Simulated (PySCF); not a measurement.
## Telling isomers of C4H14N2Si2 apart by NMR

Method: GFN2-xTB geometry, shielding tensors at PBE0/pcSseg-1 (GIAO), in PySCF 2.14.0 with density-fitted response routines (one conformer, no relativistic terms, equivalent nuclei averaged, no solvent).

References, each an isolated molecule treated in the same way: $^{1}$H (σref 31.72), $^{13}$C (σref 186.93) vs TMS. Where no couplings were computed, multiplicities follow the n + 1 count of equivalent neighbours, and m marks all less simple cases (inequivalent or close neighbours, rings, F or P nearby). Shifts are as computed. Against solution values, carbons near 30 ppm lie about +3 ppm off and those near 130 ppm about +5 ppm. Of 1211 compounds with measured shifts, 218 miss one by over three times the rms of a fit or turn the order of signals round; such compounds aren't used in these exercises. OH and NH positions are gas-phase values without hydrogen bonding to other molecules.

(1) Tabulate the signals of `CC1([Si](N)(N)[SiH3])CC1`, `[SiH3][C@H]1CCCNN1[SiH3]` and their relative energies.

(2) What is the quickest way to tell CC1([Si](N)(N)[SiH3])CC1 from [SiH3][C@H]1CCCNN1[SiH3]?

Answers

(1) 
```json
{"SMILES": "CC1([Si](N)(N)[SiH3])CC1", "carbon types": "1×C 2×CH2 1×CH3", "δC": "24.0, 11.7, 10.7", "δH": "3.25 (s, 3H), 0.98 (s, 3H), 0.49 (m, 2H), 0.15 (br s, 4H), 0.11 (m, 2H)", "E rel. (kcal/mol)": "0.0"}
{"SMILES": "[SiH3][C@H]1CCCNN1[SiH3]", "carbon types": "1×CH 3×CH2", "δC": "51.5, 50.2, 31.4, 27.3", "δH": "4.84 (s, 3H), 4.11 (d, 3H), 3.13 (m, 1H), 3.08 (m, 1H), 2.98 (m, 1H), 2.53 (br s, 1H), 1.95 (m, 1H), 1.86 (m, 1H), 1.62 (m, 1H), 1.50 (m, 1H)", "E rel. (kcal/mol)": "49.9"}
```

Energies are electronic energies at PBE0/pcSseg-1 on these geometries, without zero-point or thermal terms, each for the one conformer computed, which needn't be the lowest.

(2) Count the carbon signals: 3 against 4. The first has a methyl carbon (CH3) at 24.0 ppm, the second an sp3 CH bonded to N and Si at 50.2 ppm. Their most deshielded carbons lie at 24.0 and 51.5 ppm. In the proton spectra the most deshielded non-exchanging signals are 3.25 (s, 3H) and 4.84 (s, 3H).
